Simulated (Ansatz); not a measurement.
Species: sum formula BN2H4, charge 0, multiplicity 2. It need not be the lowest isomer of its formula. 
Coordinates optimised at B3LYP-D3(BJ)/def2-TZVP (Ansatz, an electronic-structure program):
SMILES: N[B]N
```xyz
7

B     -0.0215     0.3561     0.3835
N     -1.2511    -0.0723    -0.1289
N      1.2587    -0.0530    -0.0060
H     -1.3500    -0.7545    -0.8693
H     -2.1288     0.2757     0.2110
H      2.0935     0.3083     0.4179
H      1.4400    -0.7330    -0.7326
```
Charge 0, spin multiplicity 2.

Basis-set convergence of Hartree-Fock and MP2 correlation energies (hartree) with Ansatz. Cores are frozen in the correlated levels unless marked. UHF or UKS for open shells. Spin-orbit coupling is left out. No relativistic terms.

| basis | functions | E(HF) | E(corr, MP2) |
|---|---|---|---|
| aug-cc-pVDZ | 105 | -135.95961 | -0.42625 |
| aug-cc-pVTZ | 230 | -135.99383 | -0.51422 |
| aug-cc-pVQZ | 424 | -136.00246 | -0.54508 |

Extrapolating the two largest sets (X = 3 and 4) as X^-3: E(corr) = (64·(-0.54508) - 27·(-0.51422))/37 = -0.5676 Eh, an estimate of the basis-set limit. The largest set recovers 96.0 % of it, the smallest 75.1 %.
